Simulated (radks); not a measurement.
Neutral copper inside a hard spherical wall (all orbitals vanish at R), configuration held at [Ar] 3d10 4s1 and not refilled when levels cross. Calculated with a radial shooting solver on a logarithmic mesh with Libxc functionals: non-relativistic Kohn-Sham, LDA (Slater exchange, Perdew-Wang correlation), spin-polarised, spherical densities, point nucleus; open shells are filled with parallel spins first. Eigenvalues in eV for spin up, with the zero of energy where the potential of the charges vanishes at infinity; a dash marks a level that is unbound or too diffuse for the functional's potential to be trusted. A positive occupied level is held by the wall or, in an anion where self-interaction has pushed it up, behind a barrier. The pressure on the wall is -dE/dV.

R (bohr) = free: E (hartree) -1637.78118; kinetic (hartree) 1635.990; e(3s) -110.33; e(3p) -70.926; e(3d) -5.506; e(4s) -5.001; e(4p, empty) -0.994; e(5s, empty) -0.008; pressure (GPa) 0
R (bohr) = 15: E (hartree) -1637.78118; kinetic (hartree) 1635.990; e(3s) -110.33; e(3p) -70.926; e(3d) -5.506; e(4s) -5.001; e(4p, empty) -0.987; e(5s, empty) 0.407; pressure (GPa) < 0.0001
R (bohr) = 12: E (hartree) -1637.78117; kinetic (hartree) 1635.990; e(3s) -110.32; e(3p) -70.924; e(3d) -5.504; e(4s) -4.999; e(4p, empty) -0.956; e(5s, empty) 0.912; pressure (GPa) 0.000277
R (bohr) = 10: E (hartree) -1637.78103; kinetic (hartree) 1635.992; e(3s) -110.31; e(3p) -70.910; e(3d) -5.490; e(4s) -4.986; e(4p, empty) -0.864; e(5s, empty) 1.768; pressure (GPa) 0.00431
R (bohr) = 8: E (hartree) -1637.77955; kinetic (hartree) 1636.003; e(3s) -110.21; e(3p) -70.810; e(3d) -5.395; e(4s) -4.890; e(4p, empty) -0.524; e(5s, empty) 3.933; pressure (GPa) 0.0696
R (bohr) = 6: E (hartree) -1637.76446; kinetic (hartree) 1636.089; e(3s) -109.62; e(3p) -70.225; e(3d) -4.837; e(4s) -4.241; e(4p, empty) 0.867; e(5s, empty) 10.504; pressure (GPa) 1.28
R (bohr) = 3.5: E (hartree) -1637.38869; kinetic (hartree) 1637.552; e(3s) -103.53; e(3p) -64.215; e(3d) 0.932; e(4s) 4.777; e(4p, empty) 13.689; e(5s, empty) 56.228; pressure (GPa) 108
R (bohr) = 3: E (hartree) -1636.94914; kinetic (hartree) 1639.076; e(3s) -99.058; e(3p) -59.831; e(3d) 5.328; e(4s) 13.042; e(4p, empty) 24.009; e(5s, empty) 88.421; pressure (GPa) 342
R (bohr) = 2.5: E (hartree) -1635.84940; kinetic (hartree) 1642.746; e(3s) -90.946; e(3p) -51.866; e(3d) 13.749; e(4s) 31.063; e(4p, empty) 45.211; e(5s, empty) 149.37; pressure (GPa) 1310
R (bohr) = 2: E (hartree) -1632.57079; kinetic (hartree) 1653.593; e(3s) -74.646; e(3p) -35.496; e(3d) 32.129; e(4s) 76.463; e(4p, empty) 95.160; e(5s, empty) 279.78; pressure (GPa) 6700
R (bohr) = 1.5: E (hartree) -1619.67320; kinetic (hartree) 1694.588; e(3s) -32.799; e(3p) 8.280; e(3d) 81.785; e(4s) 216.23; e(4p, empty) 237.93; e(5s, empty) 615.91; pressure (GPa) 53300
